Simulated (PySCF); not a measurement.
Bonds (- single, = double, # triple, : aromatic): O1=C2, C2=C3, C3-C4, C4-Cl5, C3-C6, C6-C7, C7-Si8. C4 carries H9, H10; C6 carries H11, H12; C7 carries H13, H14; Si8 carries H15, H16, H17.

PySCF 2.14.0 with density-fitted response routines calculation with geometry from GFN2-xTB and shieldings: GIAO PBE0/pcSseg-1; relativity neglected, a single conformation, averaged over atoms made equivalent by symmetry, fast rotation or ring inversion, isolated molecule.

List the cross peaks expected in HSQC, COSY and HMBC spectra.

## Answers



HSQC (one-bond C–H):
```
            δH         δC
 4.56 (H9/H10)  51.8 (C4)
2.21 (H11/H12)  27.0 (C6)
0.90 (H13/H14)  12.8 (C7)
```

COSY cross peaks (H two or three bonds apart, from the bond graph; peaks can be absent where the dihedral angle is near 90°):
```
                δH              δH
3.87 (H15/H16/H17)  0.90 (H13/H14)
    2.21 (H11/H12)  0.90 (H13/H14)
```

HMBC (two and three bonds, from the bond graph):
```
                δH                                           δC
     4.56 (H9/H10)             205.4 (C2), 38.7 (C3), 27.0 (C6)
3.87 (H15/H16/H17)                         27.0 (C6), 12.8 (C7)
    2.21 (H11/H12)  205.4 (C2), 51.8 (C4), 38.7 (C3), 12.8 (C7)
    0.90 (H13/H14)                         38.7 (C3), 27.0 (C6)
```

Scale: 1H (σref 31.72) and 13C (σref 186.93) against TMS (reference shieldings calculated alike).

Short H···H contacts in this conformer between protons four or more bonds apart (candidates for NOE cross peaks, intensity ∝ r⁻⁶): H9···H14 2.39 Å, H9···H11 2.72 Å.

Carbons that carry Cl, above all several Cl atoms, come out too deshielded, partly because spin–orbit coupling is missing. Shifts are as computed. Against solution values, carbons near 30 ppm lie about +3 ppm off and those near 130 ppm about +5 ppm; carbons on Cl a further +6 ppm. Of 1211 compounds with measured shifts, 218 miss one by over three times the rms of a fit or turn the order of signals round; such compounds aren't used in these exercises.
